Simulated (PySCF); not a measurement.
## Spin states and ions at one geometry of [WO2F2]−

PySCF 2.14.0, UKS PBE0, W def2-SVP with ECP60, O def2-SVP, F def2-SVP; non-relativistic Hamiltonian with scalar-relativistic core potentials where named; density fitting; no spin-orbit coupling; singlets restricted, open shells unrestricted. The geometry is relaxed for charge -1, doublet, vacuum:

```xyz
5

W     0.0000    0.0000    0.1969
O     1.0201    1.0201    1.1592
O    -1.0201   -1.0201    1.1592
F     0.8876   -0.8876   -1.2884
F    -0.8876    0.8876   -1.2884
```

Energies count from the relaxed state; an electron taken off or put on is at rest in vacuum. Charges and spins are Mulliken's.

**Question.** Order these states by energy, lowest first.
A. charge -1, doublet, vacuum
B. charge 0, singlet, vacuum
C. charge -1, quartet, vacuum
D. charge 0, triplet, vacuum

**Answer.** A (0.00 eV), B (2.59 eV), C (4.97 eV), D (5.62 eV).

**Question.** How do charge and spin on the first atom follow?

**Answer.** 
```csv
state,spin squared,charge on W1 (e),spin on W1 (e),dipole about the centre of mass (D)
"charge -1, doublet, vacuum",0.76,0.87,1.00,0.32
"charge -1, quartet, vacuum",3.78,0.68,1.59,1.23
"charge 0, singlet, vacuum",0.00,1.36,0.00,0.44
"charge 0, triplet, vacuum",2.03,1.19,0.73,2.31
```

With an electron taken off (singlet, the lower of the two states computed) the charges change, summed by element, by W +0.49 e, O +0.31 e, F +0.20 e. The vertical ionisation energy is 2.59 eV, against −ε(HOMO) = 0.30 eV over both spins of the relaxed state. The level lies 2.3 eV too high, as is usual for semilocal functionals and global hybrids, which keep a self-interaction error.

Open shells may have lower solutions than those found. The basis has no diffuse functions, which an anion needs.
